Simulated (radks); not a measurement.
The numbers below are computed, except where a source is named.
Fractional charge and spin in the 5p shell of mercury: the spin-up occupation runs from 2 to 3 and the spin-down occupation from 2 to 3; the fullest corner is Hg3+, [Kr] 4d10 4f14 5s2 5d(up 4.5, down 4.5) 5p(up 3, down 3). Level of theory: scalar-relativistic Kohn-Sham, SCAN, spin-polarised, spherical densities, finite nucleus; meta-GGA in the generalised Kohn-Sham scheme; Fermi nuclear charge, rms radius of each element as measured or else 0.836 A^(1/3) + 0.57 fm (a radial shooting solver on a logarithmic mesh with Libxc functionals). Energy (eV) minus the two flat planes that join the four corners (they meet along the diagonal where the two added fractions sum to one electron); zero is where a piecewise linear energy would lie.

\begin{tabular}{lrrrrr}
down \ up & 2 & 2.25 & 2.5 & 2.75 & 3 \\ \hline
2 & 0.000 & -1.626 & -2.165 & -1.622 & 0.000 \\
2.25 & -1.626 & -2.017 & -1.339 & 0.411 & -1.527 \\
2.5 & -2.165 & -1.339 & 0.559 & -1.263 & -2.041 \\
2.75 & -1.622 & 0.411 & -1.263 & -1.916 & -1.524 \\
3 & 0.000 & -1.527 & -2.041 & -1.524 & 0.000 \\
\end{tabular}

Corners above the fullest one (they belong to Hg4+ and the next ion): (up 3, down 2) 110.38 eV, (up 2, down 3) 110.38 eV, (up 2, down 2) 239.80 eV. With half an added electron in each spin the energy lies 0.559 eV from the planes, and with half an added electron in spin up alone -2.165 eV. The planes are only a guide here: the flat-plane condition holds for ground states with one frontier orbital, while this shell lies below other occupied shells, so the corners above the fullest one are inner-hole states and not the ground states of those ions.
